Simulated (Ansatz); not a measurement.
Sn3F4⁺: single points at one geometry.

```yaml
crystal:
  periodic: [false, false, false]
  atoms:
    - {symbol: Sn, position_ang: [-0.450492, -1.285410, -1.688904]}
    - {symbol: Sn, position_ang: [2.169004, -0.049245, 0.025485]}
    - {symbol: Sn, position_ang: [-1.016985, 0.789743, 0.984401]}
    - {symbol: F, position_ang: [0.799059, -0.361631, 1.581242]}
    - {symbol: F, position_ang: [-1.153842, 0.637160, -1.237898]}
    - {symbol: F, position_ang: [-1.201440, -1.314736, 0.268773]}
    - {symbol: F, position_ang: [0.854695, 1.584098, 0.066901]}
basis:
  gaussian: {orbitals: def2-TZVP, initial_orbitals: start.molden}
total_charge: 1
magnetization: {spin_polarized: true, initial_magnetization: 1}
hamiltonian: {xc: pbe, dispersion: d4}
scf: {omitted_lower_state_checks: [starts]}
output: {forces: true, orbitals: {seedname: orbitals}}
```

The file start.molden holds the orbitals of an earlier run on this structure, at another level or in another basis.

```sh
$ ansatz run in.yaml --threads 4 --pin off --events-out ev --progress --plain --max-ram 8704MiB
```

It prints (some lines left out):

```
Functional definition: PBE
1788 factors; their error is unknown
mean field evaluation 1: about -28357.0504 eV, gradient 8.9e0 eV
mean field evaluation 2: about -28357.2929 eV, gradient 2.4e-1 eV
mean field evaluation 4: about -28357.2786 eV, gradient 1.3e-3 eV
mean field -28357.27857597 eV, -1042.1107664130 hartree, gradient 1.2e-5 eV, S^2 0.753099; 0 other end points of the search recorded, 0 dependent functions left out
reference -28357.27863262 eV, -1042.1107684950 hartree; 51, 50 occupied and 223, 224 virtual orbitals, 1788 factors
Total energy: -28357.60372883 eV, -1042.1227155604 hartree
Atom 0 at    -0.450492    -1.285410    -1.688904 Å, force    -0.082945    -0.207475    -0.271151 eV/Å
Atom 1 at     2.169004    -0.049245     0.025485 Å, force     0.351032    -0.000933     0.011742 eV/Å
Atom 2 at    -1.016985     0.789743     0.984401 Å, force    -0.242663     0.189128     0.234785 eV/Å
Atom 3 at     0.799059    -0.361631     1.581242 Å, force     0.136131    -0.187533     0.308758 eV/Å
Atom 4 at    -1.153842     0.637160    -1.237898 Å, force    -0.149577     0.198200    -0.295214 eV/Å
Atom 5 at    -1.201440    -1.314736     0.268773 Å, force    -0.164468    -0.332190     0.111420 eV/Å
Atom 6 at     0.854695     1.584098     0.066901 Å, force     0.152490     0.340803    -0.100341 eV/Å
Dipole moment:     0.287628    -0.223474    -0.278392 e Å
Checks for a lower state left out: starts
```

Hardware: 4 threads of Arm Neoverse V1 on a shared host. Wall time 8 s.

As the first input, with `hamiltonian: {xc: {name: B2PLYP}}` and without the key `output` (abridged; 28 s):

```
Functional definition: B2PLYP
mean field -28328.13154471 eV, -1041.0396327709 hartree, gradient 1.4e-6 eV, S^2 0.766182
16 core orbitals not correlated: weight in the atoms' cores, before any rotation towards them, 1.000 or more for the frozen orbitals, at most 0.000 for the correlated occupied ones
second order -61.81659219 eV of doubles, -0.00000000 eV of singles
Total energy: -28344.82220097 eV, -1041.6530030751 hartree
Checks for a lower state left out: starts
```

First input, but with `hamiltonian: {xc: {name: wB97M-V}}`, `output: {orbitals: {seedname: orbitals}}` (abridged; 46 s):

```
Functional definition: wB97M-V
mean field -28361.16592488 eV, -1042.2536238505 hartree, gradient 1.6e-5 eV, S^2 0.761047
Total energy: -28361.16598792 eV, -1042.2536261673 hartree
Checks for a lower state left out: starts
```

The first input with `hamiltonian: {xc: hse06, dispersion: d4}`, `output: {orbitals: {seedname: orbitals}}` (abridged; 22 s):

```
Functional definition: HSE06
mean field -28356.66375390 eV, -1042.0881721188 hartree, gradient 1.3e-5 eV, S^2 0.757775
Total energy: -28356.93145748 eV, -1042.0980100439 hartree
Checks for a lower state left out: starts
```

The first input with `gaussian: {orbitals: def2-SVP, initial_orbitals: start.molden}`, `correlation: {method: ccsd_t}`, `scf: {omitted_lower_state_checks: [starts, cluster_reference]}`, `output: {orbitals: {seedname: orbitals}}` and without the key `hamiltonian` (abridged; 4.1 min):

```
Functional definition: HF
mean field -28231.65947514 eV, -1037.4943496051 hartree, gradient 4.1e-6 eV, S^2 0.807011
16 core orbitals not correlated: weight in the atoms' cores, before any rotation towards them, 1.000 or more for the frozen orbitals, at most 0.000 for the correlated occupied ones
second order -27.16358268 eV of doubles, -0.00000000 eV of singles
cycle   1  -26.95289974 eV  change    2.1e-1 eV  update   1.6e-1
cycle   2  -27.71221701 eV  change   -7.6e-1 eV  update   5.8e-2
cycle   3  -27.96137414 eV  change   -2.5e-1 eV  update   3.3e-2
cycle   4  -27.95692054 eV  change    4.5e-3 eV  update   9.3e-3
cycle   5  -27.95047278 eV  change    6.4e-3 eV  update   4.6e-3
cycle   6  -27.95262552 eV  change   -2.2e-3 eV  update   1.6e-3
cycle   7  -27.95306888 eV  change   -4.4e-4 eV  update   6.5e-4
cycle   8  -27.95299242 eV  change    7.6e-5 eV  update   2.4e-4
cycle   9  -27.95309277 eV  change   -1.0e-4 eV  update   1.0e-4
cycle  10  -27.95314978 eV  change   -5.7e-5 eV  update   3.8e-5
perturbative correction -0.63967939 eV, -0.0235077838 hartree
Total energy: -28260.25230430 eV, -1038.5451166961 hartree
Checks for a lower state left out: starts, cluster_reference
```

First input, but with `correlation: {method: mp2}`, `output: {orbitals: {seedname: orbitals}}` and without the key `hamiltonian` (abridged; 23 s):

```
Functional definition: HF
mean field -28245.78463416 eV, -1038.0134396251 hartree, gradient 2.7e-6 eV, S^2 0.810964
16 core orbitals not correlated: weight in the atoms' cores, before any rotation towards them, 1.000 or more for the frozen orbitals, at most 0.000 for the correlated occupied ones
second order -51.69650339 eV of doubles, -0.00000000 eV of singles
Total energy: -28297.48113756 eV, -1039.9132510836 hartree
Checks for a lower state left out: starts
```

First input, but with `gaussian: {orbitals: def2-SVP, initial_orbitals: start.molden}`, `hamiltonian: {xc: pbe0, dispersion: d4}`, `output: {orbitals: {seedname: orbitals}}` (abridged; 4.9 s):

```
Functional definition: PBE0
mean field -28343.19395736 eV, -1041.5931662262 hartree, gradient 1.8e-5 eV, S^2 0.757230
Total energy: -28343.47208441 eV, -1041.6033872067 hartree
Checks for a lower state left out: starts
```

Geometry: r2SCAN-D4/def2-SVP.

In the def2 sets Sn takes a core potential; there is no spin–orbit coupling. HSE06 is defined as in plane-wave codes, on full-range PBE exchange. Correlated methods freeze 16 core orbitals; core or outer-core shells of Sn are correlated, in sets that lack core-valence functions. Another isomer (doublet) lies 0.25 eV lower at PBE0-D4/def2-TZVP; other spin states weren't run for this one.
